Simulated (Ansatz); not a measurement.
`BC(O)[SiH2]C` + H–F → `C[SiH2]C(O)F` + BH₃  (substitution at a C–B bond)

Gas-phase electronic energies from Ansatz, PBE0-D4/def2-TZVP geometries. CBS: MP2 limit from def2 TZ/QZ plus the TZ coupled-cluster correction, frozen cores. This one scheme is used for every species. Each species was taken in one conformer, which may not be the lowest.

`BC(O)[SiH2]C`:

Cartesian coordinates in Å:
```
B 1.086 1.287 0.619
C 1.033 -0.216 0.812
O 1.881 -0.997 -0.011
Si -0.814 -0.539 0.312
C -1.274 0.208 -1.336
H 1.606 1.780 -0.338
H 0.488 1.971 1.401
H 1.051 -0.525 1.868
H 1.643 -1.924 0.089
H -0.870 -2.029 0.225
H -1.730 -0.094 1.395
H -0.530 -0.060 -2.090
H -1.323 1.297 -1.277
H -2.247 -0.160 -1.668
```

H–F:

```xyz
2

F    -0.195    0.180   -0.376
H     0.195   -0.180    0.376
```

`C[SiH2]C(O)F`:

Z-matrix (Å, degrees):
```
C
Si 1 1.863
H 1 1.092 2 110.2
H 1 1.092 2 110.2 3 119.5
H 1 1.092 2 111.1 3 -120.2
C 2 1.914 1 109.4 3 -59.9
H 2 1.488 1 112.1 3 -178.9
H 2 1.487 1 112.1 3 58.6
F 6 1.402 2 108.5 1 63.0
O 6 1.379 2 108.9 1 -56.3
H 6 1.099 2 113.2 1 178.9
H 10 0.963 6 109.6 2 -171.6
```

BH₃:

Cartesian coordinates in Å:
```
B 0.000 0.000 0.000
H -0.707 0.590 0.759
H 1.186 0.096 0.093
H -0.479 -0.686 -0.851
```

| species | HF/CBS(def2) energy (Eh) |
| --- | --- |
| `BC(O)[SiH2]C` | -469.53336 |
| H–F | -100.07071 |
| `C[SiH2]C(O)F` | -543.18795 |
| BH₃ | -26.40255 |

**Question.** Work out ΔE.

**Answer.** ΔE = (-543.18795) + (-26.40255) − (-469.53336) − (-100.07071) = 0.01357 Eh = +0.37 eV. CCSD(T)/CBS gives +0.85 eV.

Largest T1 diagnostic among the species: 0.012.

The D4 term adds +0.09 eV with B3LYP and +0.05 eV with PBE0; it sums over pairs of atoms, weighted by their polarisabilities, and B3LYP, whose exchange is more repulsive, gets the larger term. In def2-TZVPP, CCSD(T) changes the Hartree–Fock value by +0.43 eV (the triples alone add +0.05 eV) and MP2 by +0.53 eV.

B3LYP here is the variant with VWN-RPA as its local correlation; programs differ in this.
